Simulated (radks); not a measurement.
The numbers below are computed, except where a source is named.
Problem. Isoelectronic series with 13 electrons, each ion in its NIST ground configuration. Code: a radial shooting solver on a logarithmic mesh with Libxc functionals. Model: Dirac Kohn-Sham, PBEsol, spin-unpolarised, spherical densities, point nucleus; open shells fill j = l - 1/2 first. Total energies (hartree) and orbital eigenvalues (eV) (* marks an orbital that is empty in some or all of the ions):

ion,configuration,E (hartree),3p3/2*,3p1/2,3s1/2,2p3/2,2p1/2
Al,[Ne] 3s2 3p1,-242.19676,-2.6793,-2.6957,-7.7088,-69.3730,-69.8134
Si+,[Ne] 3s2 3p1,-289.01655,-11.6057,-11.6470,-18.9785,-104.6873,-105.3340
P2+,[Ne] 3s2 3p1,-340.25722,-24.2036,-24.2829,-33.8851,-147.5585,-148.4772
S3+,[Ne] 3s2 3p1,-395.91199,-40.1760,-40.3097,-52.1539,-197.6335,-198.9024
Cl4+,[Ne] 3s2 3p1,-455.98159,-59.3943,-59.6020,-73.6708,-254.7606,-256.4720
Ar5+,[Ne] 3s2 3p1,-520.47054,-81.7891,-82.0945,-98.3773,-318.8592,-321.1204
K6+,[Ne] 3s2 3p1,-589.38570,-107.3192,-107.7500,-126.2410,-389.8817,-392.8164
Ca7+,[Ne] 3s2 3p1,-662.73554,-135.9583,-136.5470,-157.2435,-467.7982,-471.5475
Sc8+,[Ne] 3s2 3p1,-740.52987,-167.6893,-168.4732,-191.3749,-552.5889,-557.3129
V10+,[Ne] 3s2 3p1,-909.49660,-240.3839,-241.6921,-269.0099,-742.7453,-749.9797
Cr11+,[Ne] 3s2 3p1,-1000.69370,-281.3342,-282.9832,-312.5149,-848.0964,-856.9105
Mn12+,[Ne] 3s2 3p1,-1096.38458,-325.3480,-327.3988,-359.1495,-960.2906,-970.9322
Fe13+,[Ne] 3s2 3p1,-1196.58377,-372.4231,-374.9435,-408.9196,-1079.326,-1092.068
Co14+,[Ne] 3s2 3p1,-1301.30667,-422.5586,-425.6237,-461.8321,-1205.202,-1220.345
Ni15+,[Ne] 3s2 3p1,-1410.56949,-475.7543,-479.4468,-517.8954,-1337.920,-1355.790
Cu16+,[Ne] 3s2 3p1,-1524.38927,-532.0106,-536.4215,-577.1188,-1477.479,-1498.436
Zn17+,[Ne] 3s2 3p1,-1642.78392,-591.3286,-596.5572,-639.5127,-1623.884,-1648.314
Ga18+,[Ne] 3s2 3p1,-1765.77217,-653.7098,-659.8646,-705.0882,-1777.135,-1805.461
Ge19+,[Ne] 3s2 3p1,-1893.37363,-719.1563,-726.3550,-773.8573,-1937.237,-1969.913

Estimate the row of Ti9+ ([Ne] 3s2 3p1).

Solution. E (hartree) -822.77959; 3p3/2* -202.5005; 3p1/2 -203.5223; 3s1/2 -228.6306; 2p3/2 -644.2409; 2p1/2 -650.1195.
